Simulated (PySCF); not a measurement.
This PySCF input asks for the NMR shieldings of `C1(=C)[C@](C=C)(CCC)CC1`, C₁₀H₁₆; the geometry comes from GFN2-xTB.

```python
import basis_set_exchange as bse
import numpy as np
from pyscf import gto, dft
from pyscf.prop import nmr

atoms = """
C    -1.139679   -1.903291   -1.705463
C    -1.186675   -1.159462   -0.615867
C    -0.486537    0.159262   -0.475567
C     1.008061   -0.054319   -0.184815
C     1.272395   -0.842009    1.094942
C     2.766357   -1.013340    1.341876
C    -0.712146    1.174690   -1.628005
C    -1.211119    2.211795   -0.607728
C    -1.150581    1.151151    0.456767
C    -1.591039    1.091960    1.696043
H    -0.580744   -1.598797   -2.575471
H    -1.652969   -2.847145   -1.775618
H    -1.754316   -1.482170    0.246492
H     1.444530   -0.587164   -1.033732
H     1.495389    0.920871   -0.109022
H     0.800147   -1.823751    1.020632
H     0.825105   -0.314427    1.938614
H     3.230027   -1.554231    0.519552
H     2.940379   -1.569911    2.259797
H     3.252941   -0.044054    1.430867
H    -1.481749    0.856776   -2.327703
H     0.183410    1.451080   -2.180247
H    -2.202583    2.623057   -0.793838
H    -0.520257    3.037931   -0.439393
H    -2.075714    1.934511    2.162585
H    -1.493680    0.203599    2.297575
"""
names = dict.fromkeys(["C", "H"], "pcSseg-1")
basis = {el: gto.basis.parse(bse.get_basis(n, elements=[el], fmt="nwchem")) for el, n in names.items()}
mol = gto.M(atom=atoms, basis=basis, charge=0, verbose=0)
mf = dft.RKS(mol, xc="PBE0")
mf.grids.level = 2
mf.grids.alignment = dft.numint.BLKSIZE   # the property module wants whole blocks of grid points
mf.conv_tol = 1e-9
mf.kernel()

calc = nmr.RKS(mf)   # GIAO
C = mf.mo_coeff
Co = C[:, mf.mo_occ > 0]
resp = mf.gen_response(singlet=True, hermi=2)
def vind(x):   # induced exchange potential for any number of trial vectors
    d = np.einsum("pi,xij,qj->xpq", C, 2 * x.reshape(-1, C.shape[1], Co.shape[1]), Co, optimize=True)
    return np.einsum("xpq,pi,qj->xij", resp(d - d.transpose(0, 2, 1)), C, Co, optimize=True).ravel()
mo1, _ = nmr.rhf.solve_mo1(calc, with_cphf=vind)
sigma = calc.kernel(mo1)
for i, s in enumerate(sigma):   # ppm
    w = np.linalg.eigvalsh((s + s.T) / 2)
    print("%2d %-2s iso %8.1f  s11 %8.1f  s22 %8.1f  s33 %8.1f" % (i, mol.atom_pure_symbol(i), w.mean(), *w))
```

Problem. Give the expected output.

Solution. 
```
 0 C  iso     67.4  s11    -48.3  s22     80.4  s33    170.1
 1 C  iso     26.1  s11   -100.8  s22     36.0  s33    143.1
 2 C  iso    133.4  s11    120.5  s22    137.2  s33    142.4
 3 C  iso    133.8  s11    113.5  s22    127.4  s33    160.6
 4 C  iso    165.2  s11    156.0  s22    167.1  s33    172.6
 5 C  iso    170.0  s11    158.7  s22    162.8  s33    188.4
 6 C  iso    150.7  s11    125.7  s22    147.4  s33    178.9
 7 C  iso    159.7  s11    149.1  s22    153.9  s33    176.0
 8 C  iso     21.2  s11    -92.6  s22     15.0  s33    141.1
 9 C  iso     74.0  s11    -34.1  s22     91.2  s33    164.8
10 H  iso     26.4  s11     22.0  s22     25.6  s33     31.6
11 H  iso     26.3  s11     23.4  s22     25.5  s33     30.0
12 H  iso     25.0  s11     21.4  s22     24.7  s33     28.7
13 H  iso     30.2  s11     26.4  s22     31.1  s33     33.1
14 H  iso     30.1  s11     25.9  s22     31.6  s33     32.7
15 H  iso     30.4  s11     24.8  s22     31.6  s33     34.7
16 H  iso     30.1  s11     24.3  s22     31.0  s33     35.0
17 H  iso     30.9  s11     26.4  s22     29.2  s33     37.0
18 H  iso     30.5  s11     25.6  s22     27.7  s33     38.2
19 H  iso     30.9  s11     26.5  s22     29.2  s33     37.0
20 H  iso     29.5  s11     26.3  s22     28.6  s33     33.5
21 H  iso     29.6  s11     27.1  s22     28.1  s33     33.6
22 H  iso     29.0  s11     25.3  s22     26.8  s33     35.0
23 H  iso     29.0  s11     25.8  s22     26.8  s33     34.3
24 H  iso     26.5  s11     23.8  s22     25.4  s33     30.3
25 H  iso     26.4  s11     22.4  s22     25.6  s33     31.2
```

These numbers come from an equivalent density-fitted implementation of the same equations, which agrees with the script to about 0.01 ppm for H and up to a few tenths of a ppm for heavy atoms, so last digits may differ.

Problem. Turn these shieldings into chemical shifts. Scale: TMS for 13C (σ = 186.93 ppm), 1H (σ = 31.72 ppm) (reference shieldings calculated alike).

Solution. Averaging equivalent atoms: C 8: 165.7; C 1: 160.8; C 0: 119.5; C 9: 113.0; C 2: 53.6; C 3: 53.1; C 6: 36.3; C 7: 27.3; C 4: 21.7; C 5: 16.9; H 12: 6.76; H 11: 5.43; H 25: 5.32; H 10: 5.30; H 24: 5.25; H 23: 2.76; H 22: 2.67; H 20: 2.25; H 21: 2.11; H 14: 1.64; H 16: 1.59; H 13: 1.52; H 15: 1.32; H 17/18/19: 0.97 ppm. 

Size and cost of the density-fitted run: 250 basis functions, 6.5 min wall time (3.4 min CPU) on 1 thread of an Intel Xeon, shared host; peak memory 1.2 GiB.
